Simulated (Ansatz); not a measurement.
Geometry optimisation, RKS B3LYP/def2-SVP (Ansatz).

Input:

```yaml
crystal:
  periodic: [false, false, false]
  atoms:
    - { symbol: B, position_ang: [-0.895636, -1.392801, 0.720211] }
    - { symbol: "N", position_ang: [-0.182747, 1.345217, 1.085166] }
    - { symbol: H, position_ang: [-1.942684, -1.034119, 0.247673] }
    - { symbol: H, position_ang: [-0.696694, -1.544913, 1.902945] }
    - { symbol: H, position_ang: [0.741648, -0.056769, -1.563004] }
    - { symbol: O, position_ang: [0.109582, -1.770505, -0.217236] }
    - { symbol: H, position_ang: [0.12107, 1.098452, 0.142344] }
    - { symbol: "N", position_ang: [0.974666, 0.833383, -2.00264] }
    - { symbol: H, position_ang: [0.321703, 0.789419, 1.77082] }
    - { symbol: H, position_ang: [-1.179992, 1.158261, 1.170105] }
    - { symbol: H, position_ang: [0.889483, -2.148051, 0.207708] }
    - { symbol: H, position_ang: [0.120387, 1.384939, -2.068347] }
    - { symbol: H, position_ang: [1.619414, 1.337588, -1.395646] }
basis:
  gaussian: { orbitals: def2-SVP }
hamiltonian:
  xc: b3lyp
relax:
  f_tol: 0.03
  max_steps: 50
```

Run as:

```bash
$ ansatz run input.yaml --threads 2 --pin off --max-ram 3072MiB --backend cpu --events-out ev --progress --plain --runs-dir out
```

Task: Where does it end, and by what steps?

Result: It converged. After 10 steps the energy has fallen by 0.109 eV; H4 moved furthest, 0.19 Å.

```
step  energy less start (eV)  largest force component (eV/Å)  accepted
   0                  0.0000                           1.691       yes
   1                 -0.0791                           0.859       yes
   2                 -0.0955                           0.369       yes
   3                 -0.1049                           0.209       yes
   4                 -0.0997                           0.296        no
   5                 -0.1077                           0.090       yes
   6                 -0.1078                           0.061       yes
   7                 -0.1080                           0.101       yes
   8                 -0.1087                           0.065       yes
   9                 -0.1086                           0.034        no
  10                 -0.1088                           0.029       yes
```

```xyz
13
Properties=species:S:1:pos:R:3
B -0.887 -1.495 0.705
N -0.199 1.457 1.168
H -1.933 -1.077 0.277
H -0.719 -1.733 1.880
H 0.736 -0.066 -1.637
O 0.087 -1.752 -0.201
H 0.104 1.155 0.240
N 1.011 0.806 -2.091
H 0.273 0.875 1.859
H -1.199 1.267 1.243
H 0.893 -2.118 0.187
H 0.176 1.388 -2.160
H 1.658 1.293 -1.470
```

Run time: 27 s on 2 threads of Arm Neoverse V1 (shared host), peak memory 0.2 GiB.
